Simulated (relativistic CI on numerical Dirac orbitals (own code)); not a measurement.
# Hyperfine structure of Ba+, mass number 137

Computed by Dirac-Coulomb-Breit CI, orbitals from a KLI potential per configuration, a model potential for QED, valence Slater integrals scaled by 0.85, P86 correlation energy added to each configuration (own radial code, finite nucleus).

CI space (outside the closed core [Xe]): 6s, 5d, 6p, 7s, 6d, 4f, 7p, 6f, 8s, 7d, 8p, 9s, 8d, 5f, 5g. Levels of other configurations are missing.

Nuclear spin I = 3/2, μ = 0.9375 μN, Q = 0.236 b (tables of Stone and Pyykkö). The electronic factors are computed for point nuclear moments, without core polarisation; leaving it out makes A of s and p electrons in near-neutral atoms 20 to 40 % too small, and it can dominate for d and f shells.

```csv
Level,E (cm⁻¹),A (MHz),B (MHz)
6s ²S1/2,0.0,3619,
5d ²D3/2,3971.6,155.9,38.3
5d ²D5/2,4450.0,62.71,49.1
6p ²P°1/2,18999.3,685,
6p ²P°3/2,20363.1,99.44,73
7s ²S1/2,40340.6,1396,
6d ²D3/2,43489.5,31.19,7.66
6d ²D5/2,43671.2,13.16,10.3
```

Levels with J = 0, under 50 % of one LS term, or S terms without an open s electron are left out. Small factors come from cancelling terms and can be off by tens of per cent or more.

Correlation outside the listed configurations is missing or only estimated: errors of thousands of cm⁻¹ between configurations and terms are usual at this charge. Rates and lifetimes follow the computed energies and can be off by large factors. The fine structure of a lone outer electron comes out too small, for d and f at times inverted, and misplaced configurations move strength between like terms. 11 of the 11 excited levels that our extract of the measured tables holds in this range could be paired (the sources list more); they are missed by 2209 cm⁻¹ on average and 4303 at most, and levels without a partner can miss by more.

Question: Give the hyperfine levels of 6s ²S1/2 relative to its centre of gravity.

Answer: With K = F(F + 1) − I(I + 1) − J(J + 1), E = AK/2: F = 1: -4524, F = 2: 2715 MHz.
